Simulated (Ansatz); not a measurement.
CH$_{9}$NO$_{2}$Si$_{2}$ (`CN([SiH3])[SiH](O)O`). Total charge 0; spin multiplicity 1.

Z-matrix (Å, degrees):
```
C
N 1 1.465
H 1 1.094 2 110.5
H 1 1.095 2 112.3 3 -120.0
H 1 1.094 2 110.9 3 118.8
Si 2 1.725 1 116.4 3 -162.8
Si 2 1.721 1 115.4 3 24.6
H 6 1.491 2 113.5 1 -75.3
H 6 1.486 2 109.6 1 163.7
H 6 1.488 2 108.6 1 44.2
O 7 1.634 2 114.3 1 62.7
O 7 1.638 2 109.3 1 -177.0
H 7 1.478 2 108.2 1 -52.2
H 11 0.959 7 117.7 2 72.4
H 12 0.958 7 118.5 2 41.9
```

Question: Give the diagnostics of a CCSD(T)/def2-TZVPP run (frozen core, Ansatz 0.2.0). (Best estimate.)

Answer: Computed: T1 = 0.0113, largest single amplitude 0.011, largest double 0.012, (T) share of the correlation energy 3.5 %, 9 CCSD cycles. The RHF solution is stable towards an unrestricted one. T1 lies under the customary mark of 0.02 for closed shells.
